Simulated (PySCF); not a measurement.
Assignment exercise: C3H13NOSi4

Molfile (atoms numbered from 1):
```
C3H13NOSi4
     RDKit          3D

 22 22  0  0  0  0  0  0  0  0999 V2000
    1.7251   -0.8515   -1.3627 Si  0  0  0  0  0  4  0  0  0  0  0  0
    1.0771    0.0310   -0.0144 N   0  0  0  0  0  0  0  0  0  0  0  0
    1.9766    1.1441    0.9579 Si  0  0  0  0  0  4  0  0  0  0  0  0
   -0.3763   -0.0404    0.1805 C   0  0  2  0  0  0  0  0  0  0  0  0
   -0.9116   -0.1872    2.0164 Si  0  0  0  0  0  4  0  0  0  0  0  0
   -0.9814   -1.2577   -0.4559 C   0  0  0  0  0  0  0  0  0  0  0  0
   -1.9904   -1.0342   -1.2850 C   0  0  0  0  0  0  0  0  0  0  0  0
   -2.3429    0.2621   -1.5351 O   0  0  0  0  0  0  0  0  0  0  0  0
   -1.3649    1.3330   -0.7483 Si  0  0  0  0  0  4  0  0  0  0  0  0
    1.7578   -2.2919   -1.0764 H   0  0  0  0  0  0  0  0  0  0  0  0
    0.9286   -0.6005   -2.5669 H   0  0  0  0  0  0  0  0  0  0  0  0
    3.0885   -0.3666   -1.5538 H   0  0  0  0  0  0  0  0  0  0  0  0
    1.2764    2.4374    0.9691 H   0  0  0  0  0  0  0  0  0  0  0  0
    2.0928    0.6321    2.3301 H   0  0  0  0  0  0  0  0  0  0  0  0
    3.2979    1.2802    0.3570 H   0  0  0  0  0  0  0  0  0  0  0  0
   -0.6697    1.0609    2.7428 H   0  0  0  0  0  0  0  0  0  0  0  0
   -0.1948   -1.2915    2.6576 H   0  0  0  0  0  0  0  0  0  0  0  0
   -2.3482   -0.4795    2.0283 H   0  0  0  0  0  0  0  0  0  0  0  0
   -0.6410   -2.2459   -0.2021 H   0  0  0  0  0  0  0  0  0  0  0  0
   -2.5929   -1.7631   -1.8030 H   0  0  0  0  0  0  0  0  0  0  0  0
   -0.6042    2.0875   -1.7389 H   0  0  0  0  0  0  0  0  0  0  0  0
   -2.2128    2.1610    0.1020 H   0  0  0  0  0  0  0  0  0  0  0  0
  1  2  1  0
  2  3  1  0
  4  2  1  1
  4  5  1  0
  4  6  1  0
  6  7  2  0
  7  8  1  0
  8  9  1  0
  9  4  1  0
  1 10  1  0
  1 11  1  0
  1 12  1  0
  3 13  1  0
  3 14  1  0
  3 15  1  0
  5 16  1  0
  5 17  1  0
  5 18  1  0
  6 19  1  0
  7 20  1  0
  9 21  1  0
  9 22  1  0
M  END
```

Theory: coordinates at the GFN2-xTB level, GIAO PBE0/pcSseg-1 shieldings, in PySCF (gas phase, fast rotation and ring inversion assumed for equivalent nuclei, one conformer, relativity neglected).

Shifts are taken against calculated references (same method and geometry level): 13C (σ = 186.93 ppm), 1H (σ = 31.72 ppm) against TMS.

Question: Assign these signals to the numbered atoms. 13C{1H} NMR (computed): δ 157.1, 115.7, 46.8.

Answer: 
```tsv
δ (ppm)	atoms	environment	reason
157.1	C7	alkene carbon bearing oxygen	an sp2 carbon further deshielded by the attached heteroatom
115.7	C6	β carbon of an enol-ether or enamine type C=C	–
46.8	C4	allylic fully substituted sp3 carbon bonded to N and 2 Si	deshielded by the electronegative neighbour
```

Question: Assign these signals to the numbered atoms. 1H NMR (500 MHz, computed): δ 6.54 (d, 1H), 6.07 (d, 1H), 5.46 (m, 1H), 5.38 (m, 1H), 4.81 (s, 6H), 4.28 (s, 3H).

Answer: 
6.54 → H20, hydrogen on an alkene carbon bearing oxygen: attached to an sp2 carbon and in the plane of the double bond
6.07 → H19, hydrogen on a β carbon of an enol-ether or enamine type C=C: attached to an sp2 carbon and in the plane of the double bond
5.46 → H21, hydrogen on a silicon bonded to C, O, in a 5-membered ring
5.38 → H22, hydrogen on a silicon bonded to C, O, in a 5-membered ring
4.81 → H10/H11/H12/H13/H14/H15, hydrogen on a silicon bonded to N
4.28 → H16/H17/H18, hydrogen on a silicon bonded to C

H21 and H22 lie closer than the usual error of such a calculation, so a measured spectrum could show them in the other order.

Shifts are as computed. Against solution values, carbons near 30 ppm lie about +3 ppm off and those near 130 ppm about +5 ppm. Of 1211 compounds with measured shifts, 218 miss one by over three times the rms of a fit or turn the order of signals round; such compounds aren't used in these exercises. Multiplicities follow the n + 1 count of equivalent neighbours, as no J values were calculated; m marks all less simple cases, F and P coupling included.
